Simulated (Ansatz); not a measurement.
`[F][Ga]([F])[SeH]` + H–F → `[F][Ga]([F])[F]` + H₂Se at 298.15 K and 1 bar (ligand exchange at a Ga–Se bond).

Calculated with Ansatz (gas phase, PBE0-D4/def2-TZVP geometries, no zero-point term in ΔE). CCSD(T)/CBS adds triple-zeta CCSD(T) − MP2 to the extrapolated MP2 energy (def2 sets, frozen cores). This one scheme is used for every species. For Ga, Se outer-core shells are correlated without core-valence functions, which leaves a few kJ/mol of doubt a bond. Scalar relativity is left out up to krypton. One conformer a species, not always the lowest.

```csv
species,CCSD(T)/CBS energy (Eh),H − E (kJ/mol),S (J/(mol·K))
`[F][Ga]([F])[SeH]`,-4524.95394,51.2,342.0
H–F,-100.39570,33.5,173.6
`[F][Ga]([F])[F]`,-2223.43412,31.7,292.6
H₂Se,-2401.89790,45.8,219.1
```

H − E and S are ideal-gas, rigid-rotor, harmonic terms from PBE0-D4/def2-TZVP, for one conformer and one mirror image of each species. 1 Eh = 2625.50 kJ/mol, R = 8.31446 J/(mol·K).

Question: By hand: ΔE, ΔH, ΔS and ΔG.

Answer: ΔE = (-2223.43412) + (-2401.89790) − (-4524.95394) − (-100.39570) = 0.01762 Eh = 46.3 kJ/mol. Δ(H − E) = 31.7 + 45.8 − 51.2 − 33.5 = -7.2, so ΔH = 39.1 kJ/mol. ΔS = 292.6 + 219.1 − 342.0 − 173.6 = -3.9 J/(mol·K). ΔG = 39.1 − 298.15 × (-3.9)/1000 = 40.3 kJ/mol.

Question: By hand: the equilibrium constant, and the temperature at which ΔG would vanish if ΔH and ΔS stayed fixed.

Answer: log₁₀ K = −ΔG/(RT ln 10) = -7.1. ΔH and −TΔS have one sign here, so there is no such temperature.

The number of gas molecules stays the same, so ΔS is small and ΔH decides. A doubt of 5 kJ/mol in ΔE shifts log₁₀ K by 0.9 here. Other conformers and mirror images would add mixing entropy, several J/(mol·K) or more a flexible species. These are equilibria of isolated gas molecules and say nothing of rates. Largest T1 diagnostic: 0.015 (customary marks: 0.02 for closed shells, 0.045 for open ones).

ΔS is within the doubt of such terms, so its sign, and with it that verdict, could turn.
